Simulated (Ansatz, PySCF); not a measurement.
C₄H₁₀OSi, SMILES C[C@H]1OC[Si@H]1C. Atoms are numbered in the order given.

```xyz
16

C     -1.5271     1.4755     0.4467
C     -1.0955     0.0346     0.3265
O     -1.0739    -0.3865    -1.0523
C      0.0788    -1.2328    -1.1416
Si     0.7294    -0.5153     0.4972
C      2.0023     0.8506     0.3367
H     -2.5216     1.6176    -0.0062
H     -1.5890     1.7756     1.5043
H     -0.8271     2.1522    -0.0670
H     -1.7873    -0.6113     0.9055
H      0.6309    -1.0425    -2.0771
H     -0.1942    -2.3058    -1.1193
H      1.1107    -1.4524     1.6025
H      2.0698     1.4415     1.2637
H      3.0011     0.4355     0.1292
H      1.7342     1.5292    -0.4871
```
Charge 0, spin multiplicity 1.

Coordinates come from a PBE0-D3(BJ)/def2-SVP optimisation. The structure was generated by enumeration; whether it is a known compound was not checked.

Vertical ionisation energy (IE) and electron affinity (EA) in eV. Rows of orbital energies are one-electron estimates. Where ΔSCF, EOM or ADC give a negative EA the extra electron is unbound and the value depends on the basis.

```json
[
 {"level": "−ε(HOMO), −ε(LUMO), r2SCAN/def2-TZVP (PySCF)", "IE": "…", "EA": "…"},
 {"level": "−ε(HOMO), −ε(LUMO), PBE/def2-TZVP (PySCF)", "IE": "5.42", "EA": "0.37"},
 {"level": "ΔSCF, CAM-B3LYP/def2-SVPD (Ansatz), final states of multiplicity 2 and 2", "IE": "9.06", "EA": "-1.72"},
 {"level": "ΔSCF, PBE/def2-SVPD (Ansatz), final states of multiplicity 2 and 2", "IE": "8.60", "EA": "-1.40"}
]
```

Problem. Complete the blanks. (Estimate from the structure and the level; the computed values follow.)

Solution. 
- −ε(HOMO), −ε(LUMO), r2SCAN/def2-TZVP (PySCF), IE: 5.68
- −ε(HOMO), −ε(LUMO), r2SCAN/def2-TZVP (PySCF), EA: 0.00

Problem. What vertical singlet–triplet gap does ΔSCF give with CAM-B3LYP/def2-SVPD (Ansatz, a first-principles code) and with PBE/def2-SVPD (Ansatz)? (Estimate from the structure and the level; the computed values follow.)

Solution. 6.22 and 5.51 eV (triplet above singlet where positive).
